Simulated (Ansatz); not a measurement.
Cartesian coordinates (Å):
SMILES: [SiH3]S
```xyz
6

Si    -0.5336     0.0321    -0.0031
S      1.3952    -0.9048    -0.1571
H     -0.7056     1.0932    -1.0203
H     -0.7477     0.6187     1.3387
H     -1.5028    -1.0576    -0.2396
H      2.0945     0.2184     0.0813
```
Charge 0, spin multiplicity 1.

Computed with frozen-core CCSD(T)/cc-pVTZ // B3LYP-D3(BJ)/def2-TZVP run with Ansatz (a program for electronic structure).

```json
{
 "HF energy": "-688.84632 Ha",
 "MP2 correlation energy": "-0.31084 Ha"
}
```

**Question.** Estimate the CCSD correlation energy, the (T) correction, the total energy and the T1 diagnostic.

**Answer.** 
```
Quantity                        Result
-----------------------  -------------
CCSD correlation energy    -0.35195 Ha
(T) correction             -0.01318 Ha
CCSD(T) total energy     -689.21145 Ha
T1 diagnostic                    0.010
```
